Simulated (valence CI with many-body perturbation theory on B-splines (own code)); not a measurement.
## Au30+: magnetic and hyperfine properties of the levels

Method: configuration interaction combined with many-body perturbation theory (CI+MBPT): three valence electrons over a frozen Dirac-Fock core [Kr] 4d10, radial functions for each j: 7 s, 7 p, 7 d, 7 f, 4 g, 2 h, with the one-electron correlation potential Σ1, the two-electron term Σ2, the three-electron term Σ3, Breit, model QED; selected CI, second order for the rest, scaled by the run's own slope (own B-spline code, finite nucleus).

No measured spectrum was set against this ion. As an estimate, large intervals hold to a few tenths of a per cent, small ones and those within an open d or f shell to about a per cent. Excitations out of the core, of the other parity, are not computed and may begin above about 184 eV (a cautious bound); beyond it only levels of the ground parity were kept, without lifetimes.

A/g_I is the dipole constant over the nuclear g factor μ/I (μ in nuclear magnetons, uniformly magnetised nucleus), B/Q the quadrupole constant per barn. Both hold the static response of the core; the bare values leave it out. Large factors of s and p1/2 electrons are usually good to 5 to 10 %; those of open d and f shells near neutrality can be off by tens of per cent, and small factors of p3/2, d and f electrons come from cancelling terms and can be off by a factor of two or in sign, in half-filled shells by more. B is blank for J = 1/2, where it vanishes, and for nearly pure S terms. Energies count from the lowest level.

Levels are named by their leading jj configuration (3d3/2^4 stands for four electrons in 3d with j = 3/2), which in mixed levels can hold well under half, so a name can repeat and another be missing. Letters in brackets count levels of one name in rising energy.

```tsv
Level	E (cm⁻¹)	g	A/g_I (MHz)	A/g_I bare	B/Q (MHz/b)	B/Q bare
(4f5/2^3) J=9/2	0.0	0.773	6050	5810	1550	1420
(4f5/2^2 4f7/2) J=11/2 [a]	34427	0.971	4430	4490	2260	2020
(4f5/2^3) J=3/2	41373	0.686	6480	6070	-840	-760
(4f5/2^2 4f7/2) J=13/2	60013	1.076	3760	4010	3760	3340
(4f5/2^2 4f7/2) J=9/2	60737	1.008	4420	4570	-2380	-2170
(4f5/2^3) J=5/2	62190	0.844	5330	5180	1810	1640
(4f5/2^2 4f7/2) J=5/2 [a]	73836	0.842	5100	4920	-4540	-4100
(4f5/2^2 4f7/2) J=3/2 [a]	74062	1.482	801	1700	-1530	-1420
(4f5/2^2 4f7/2) J=7/2 [a]	75127	1.038	4070	4260	-4580	-4160
(4f5/2^2 4f7/2) J=15/2 [a]	79862	1.135	3490	3840	5880	5230
(4f5/2^2 4f7/2) J=7/2 [b]	89297	1.052	3620	3790	2700	2430
(4f5/2 4f7/2^2) J=13/2 [a]	99943	0.968	4200	4230	7470	6750
(4f5/2 4f7/2^2) J=9/2 [a]	101440	1.171	2920	3300	-67.7	-93.8
(4f5/2^2 4f7/2) J=11/2 [b]	101560	1.106	3390	3670	830	672
(4f5/2^2 4f7/2) J=3/2 [b]	106430	1.128	3410	3740	744	700
(4f5/2^2 4f7/2) J=1/2	107080	0.348	12100	11500		
(4f5/2^2 4f7/2) J=5/2 [b]	111960	1.178	3360	3810	3250	2950
(4f5/2 4f7/2^2) J=7/2 [a]	115480	1.023	3630	3730	-4460	-4020
(4f5/2 4f7/2^2) J=9/2 [b]	115560	1.101	3530	3810	-689	-625
(4f5/2^2 4f7/2) J=15/2 [b]	117200	1.038	3800	3960	10300	9280
(4f5/2^2 4f7/2) J=11/2 [c]	124520	1.042	3720	3880	3430	3070
(4f5/2 4f7/2^2) J=3/2 [a]	127740	1.150	2350	2620	-146	-112
(4f5/2 4f7/2^2) J=5/2 [a]	135070	1.191	2520	2910	-4330	-3920
(4f5/2 4f7/2^2) J=11/2	141980	1.126	3220	3520	1340	1180
(4f5/2 4f7/2^2) J=9/2 [c]	143700	1.042	3600	3740	2460	2230
(4f5/2 4f7/2^2) J=1/2	147020	0.307	10600	9760		
(4f5/2 4f7/2^2) J=7/2 [b]	152630	1.386	1240	1960	7370	6600
(4f5/2 4f7/2^2) J=13/2 [b]	153310	1.063	3730	3940	5520	4990
(4f5/2 4f7/2^2) J=3/2 [b]	156020	1.028	3990	4140	3420	3070
(4f5/2 4f7/2^2) J=17/2	157960	1.055	3690	3870	15100	13600
(4f7/2^3) J=15/2	160520	1.024	3460	3540	10200	9190
(4f7/2^3) J=9/2	163470	1.066	3160	3310	-1520	-1370
(4f5/2 4f7/2^2) J=5/2 [b]	168750	1.027	4440	4630	-72.8	-50.6
(4f7/2^3) J=3/2	185050	1.038	3290	3390	-4320	-3890
(4f7/2^3) J=11/2	188200	1.080	3190	3380	2120	1920
(4f5/2 4f7/2^2) J=7/2 [c]	197930	1.135	3380	3730	2830	2540
(4f5/2 4f7/2^2) J=9/2 [d]	206200	1.086	3630	3890	3960	3600
(4f7/2^3) J=5/2	206520	1.119	3260	3550	6660	5970
(4f5/2^2 4f7/2) J=7/2 [c]	207920	0.939	3670	3570	9400	8470
(4f7/2^3) J=7/2	280290	1.117	3040	3310	7240	6540
```

**Question.** Take the isotope of mass number 197, with I = 3/2, μ = 0.1452 μN and Q = 0.547 b. What is the hyperfine structure of (4f5/2^2 4f7/2) J=13/2?

**Answer.** From the table A = 364 MHz, B = 2050 MHz. Shifts from the centre of gravity in MHz: F = 5: -3310, F = 6: -2380, F = 7: -112, F = 8: 4060.
